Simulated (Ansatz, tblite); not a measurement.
Forces on (HMg-mu-Br)2 (Mg2H2Br2) at its PBE-D4/def2-SVP geometry. The state is a singlet with charge 0.

The xTB rows come from tblite.

GFN1-xTB (tblite), largest force 0.86 eV/Å:

```xyz
6
positions Å, forces eV/Å
Mg   -0.280    1.614    0.620   -0.100    0.566    0.216
H    -0.561    3.177    1.217    0.142   -0.794   -0.303
Br    0.577    0.731   -1.644   -0.144   -0.182    0.409
Mg    0.280   -1.614   -0.620    0.098   -0.566   -0.218
H     0.545   -3.178   -1.223   -0.135    0.794    0.306
Br   -0.562   -0.731    1.649    0.139    0.182   -0.411
```

GFN2-xTB (tblite), largest force 0.79 eV/Å:

```
Mg -0.100 0.567 0.217
H 0.129 -0.724 -0.277
Br -0.127 -0.160 0.359
Mg 0.098 -0.567 -0.218
H -0.123 0.724 0.279
Br 0.122 0.160 -0.360
```

PBE0-D4/def2-TZVP (Ansatz), largest force 0.31 eV/Å:

```
Mg 0.037 -0.199 -0.076
H 0.012 -0.066 -0.025
Br -0.098 -0.121 0.272
Mg -0.031 0.200 0.078
H -0.011 0.066 0.026
Br 0.091 0.121 -0.274
```
